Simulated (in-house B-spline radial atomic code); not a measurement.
Successive ionisation energies of praseodymium; each step leads to the configuration of the next row (after the last: [Kr] 4d10 5s2). Dirac energy differences include first-order Breit, QED and recoil terms. NIST's values go from ground level to ground level; the uncertainty of those that are theory runs from under 0.1 % in few-electron ions to several per cent in heavy many-electron ones. Computed with an all-electron radial atomic-structure program (B-spline basis): Dirac-Hartree-Fock, jj configuration that fills j = l - 1/2 first, finite nuclei.

Some pairs differ by more than the removed electron.

A number in brackets counts the electrons of a j subshell.

```
  ion                             configuration  ionisation energy (eV)  tabulated value (eV)    tabulated kind  computed minus tabulated (eV)  highest orbital  largest mean radius (bohr)
 Pr6+  [Kr] 4d10 4f5/2(1) 5s2 5p1/2(2) 5p3/2(2)                   93.41                    97  tabulated theory                          -3.59            4f5/2                      1.5647
 Pr7+  [Kr] 4d10 4f5/2(1) 5s2 5p1/2(2) 5p3/2(1)                  107.94                   112  tabulated theory                          -4.06            4f5/2                      1.5322
 Pr8+           [Kr] 4d10 4f5/2(1) 5s2 5p1/2(2)                  133.78                   131  tabulated theory                           2.78            4f5/2                       1.456
 Pr9+                    [Kr] 4d10 4f5/2(2) 5s2                  134.32                   148  tabulated theory                         -13.68            4f5/2                      1.3581
Pr10+                    [Kr] 4d10 5s2 5p1/2(1)                  161.78                   162  tabulated theory                          -0.22            5p1/2                       1.384
```
